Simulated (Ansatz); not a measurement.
C2H5BrCd, SMILES C[CH2][Cd][Br].

The structure is a stationary point at PBE0-D3(BJ)/def2-SVP. The def2 effective core potentials stand for the cores of Cd; spin–orbit coupling is left out. One conformer was computed; it need not be the lowest.

Two levels are set side by side: PBE/def2-SVPD (Ansatz, a first-principles code) and PBE0/def2-SVPD (Ansatz). Energy differences of separate SCF runs at the same geometry; the states with an electron removed or added have multiplicity 2 and 2. Differences are taken from unrounded values.

| quantity | PBE0 |
|---|---|
| vertical ionisation energy (eV) | 9.53 |
| vertical singlet–triplet gap (eV) | 4.70 |

Problem. What does PBE give, and how far is it from PBE0? (Estimate from the structure and the level; the computed values follow.)

Solution. 
```csv
quantity,PBE,PBE minus PBE0
vertical ionisation energy (eV),9.30,-0.23
vertical singlet–triplet gap (eV),4.53,-0.18
```
